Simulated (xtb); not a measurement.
C₂H₆Al, charge +1, singlet, geometry from GFN2-xTB (such geometries of metal compounds can be far from the true shape), atoms displaced at random by about 0.02 Å a coordinate. Base run: xtb with GFN2-xTB.

The xtb input:
```
$ xtb mol.xyz --gfn 2 --chrg 1 --opt --json

# file mol.xyz
9

Al     0.01127945    -0.00992934    -0.00300785
C      1.49566283     0.19372753    -1.27971502
H      2.21084508    -0.65201609    -1.19755578
H      2.07462620     1.12306008    -1.03891030
H      1.14710065     0.27366861    -2.28325485
C     -1.52310233    -0.17888676     1.26716520
H     -2.07983753    -1.12163369     1.03262352
H     -2.20796564     0.62446185     1.17094374
H     -1.17219550    -0.26273372     2.26334884
```

Each row names what was changed in the base input (with any setting that the change needs).

```json
[
 {"change": "base", "ΔE vs base (kcal/mol)": "0.000", "optimiser steps": "6"},
 {"change": "opt level = loose", "ΔE vs base (kcal/mol)": "0.009", "optimiser steps": "4"},
 {"change": "opt level = lax", "ΔE vs base (kcal/mol)": "0.000", "optimiser steps": "5"},
 {"change": "opt level = tight", "ΔE vs base (kcal/mol)": "0.000", "optimiser steps": "6"},
 {"change": "engine = lbfgs", "ΔE vs base (kcal/mol)": "0.000", "optimiser steps": "-"},
 {"change": "opt level = sloppy", "ΔE vs base (kcal/mol)": "0.009", "optimiser steps": "4"},
 {"change": "alpb = acetonitrile", "ΔE vs base (kcal/mol)": "___", "optimiser steps": "6"},
 {"change": "engine = inertial", "ΔE vs base (kcal/mol)": "0.006", "optimiser steps": "-"},
 {"change": "alpb = benzene", "ΔE vs base (kcal/mol)": "___", "optimiser steps": "6"},
 {"change": "opt level = vtight", "ΔE vs base (kcal/mol)": "0.000", "optimiser steps": "8"}
]
```

Fill in the missing entries.


- alpb = acetonitrile, ΔE vs base (kcal/mol): -50.21
- alpb = benzene, ΔE vs base (kcal/mol): -43.71
